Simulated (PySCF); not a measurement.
# Correlation energy of Pm²⁺ (promethium, charge +2)

[Xe] 4f5, one real determinant. All numbers are calculated (PySCF 2.14, the spin-free X2C one-electron Hamiltonian (Gaussian nucleus), in cc-pVTZ-X2C (10s9p7d5f3g1h, 145 functions)). Frozen: [Ar] 3d10; 31 electrons correlated.

MP2 pair energies summed by pair of shells (mhartree):

```csv
pair,energy,share (%)
4d-4f,-214.67,17.6
4d-4d,-207.87,17.1
4f-5p,-139.21,11.4
5p-5p,-132.36,10.9
4d-5p,-120.73,9.9
4p-4d,-89.09,7.3
4f-4f,-69.61,5.7
5s-5p,-41.32,3.4
4p-4f,-39.90,3.3
4d-5s,-36.23,3.0
4f-5s,-31.41,2.6
4p-4p,-22.94,1.9
4s-4d,-17.93,1.5
4p-5p,-13.94,1.1
4s-4p,-10.82,0.9
4s-4f,-8.70,0.7
4p-5s,-7.72,0.6
5s-5s,-7.16,0.6
4s-4s,-2.02,0.2
4s-5p,-1.99,0.2
4s-5s,-0.86,0.1
```

Total MP2 correlation energy: -1216.5 mhartree.

Same-spin part -463.91 and opposite-spin part -752.57 mhartree; SCS-MP2 scales them by 1/3 and 6/5 to -1057.7 mhartree.

The reference is one real determinant that mixes LS terms of this configuration.

This basis was not built for core-valence correlation, so the inner-shell part is incomplete.
